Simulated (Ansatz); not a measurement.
`N[SiH](N)O[SiH3]`, relaxed with RKS PBE0-D4/def2-TZVP in the Gaussian-basis code of Ansatz from a GFN2-xTB geometry. The force threshold is 0.005 eV/Å; the program also tests the step.

The species carries charge 0 and has multiplicity 1.

Start:

```xyz
13

N     0.936    1.505    1.175
Si    0.687    0.657   -0.300
N    -0.616    1.489   -1.060
O     0.230   -0.901   -0.175
Si   -0.674   -2.190    0.163
H     1.600    1.133    1.833
H     0.131    1.860    1.664
H     1.977    0.560   -0.974
H    -0.512    2.478   -1.213
H    -1.030    1.058   -1.870
H    -0.985   -2.829   -1.116
H     0.153   -3.041    1.019
H    -1.897   -1.777    0.854
```

(1) By how much does the energy fall, and how many steps does the optimiser take? (Best estimate.)

(2) Which bonds change most? (An estimate is asked.)

(3) Give the relaxed structure. (Estimate.)

Results:

(1) The calculation gave: 0.13 eV, in 36 steps, 3 of them rejected.

(2) The calculation gave: Si5–H11 from 1.463 to 1.488 Å; Si5–H13 from 1.464 to 1.488 Å; Si2–H8 from 1.459 to 1.483 Å; O4–Si5 from 1.610 to 1.633 Å.

(3) The calculation gave: 
```xyz
13

N     0.716    1.485    1.217
Si    0.768    0.640   -0.259
N    -0.526    1.248   -1.196
O     0.544   -0.986   -0.209
Si   -0.618   -2.073    0.161
H     1.527    1.548    1.809
H    -0.141    1.594    1.734
H     2.149    0.805   -0.772
H    -0.657    2.242   -1.290
H    -0.838    0.754   -2.016
H    -1.581   -2.212   -0.965
H     0.027   -3.386    0.408
H    -1.369   -1.661    1.378
```
